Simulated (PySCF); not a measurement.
Isomers of C5H6Se, one conformer each. Method used: core-valence-separated Tamm–Dancoff BHandHLYP/aug-pcX-1 (pcseg-1 on H, def2-SVPD on Se) in PySCF, non-relativistic, gas phase, PBE0-D3(BJ)/def2-SVP geometry. BHandHLYP without relativity tends to put these K edges a few eV too low, so spacings mean more than positions.

P. `C#CC(=C)[Se]C`
Q. `C#C[C@H]1CC[Se]1`

Main lines, eV (oscillator strength):
1. C K: 283.4 (0.059), 283.6 (0.040), 283.6 (0.073), 283.7 (0.041), 284.1 (0.049)
2. C K: 282.2 (0.056), 283.1 (0.055), 283.4 (0.030), 283.5 (0.068), 283.6 (0.061)
Listed: the first five lines at most of each edge with a tenth or more of its strongest line's intensity; roots within 0.03 eV on the same or equivalent atoms are summed. Only the lowest roots were sought, and the top ones are left out.

Question: Which spectrum belongs to which isomer?

Answer: 1 = Q, 2 = P.
- P: first C line listed at 282.2 eV, hole on the terminal =CH2 carbon (1s→π*).
- Q: first C line listed at 283.4 eV, hole on the terminal alkyne carbon (1s→π*).

Question: What are the ground-state energies of the isomers at BHandHLYP/aug-pcX-1 (pcseg-1 on H, def2-SVPD on Se), relative to the lowest?

Answer: P 11.4, Q 0.0 kJ/mol (electronic energies on these geometries, no dispersion or zero-point terms).
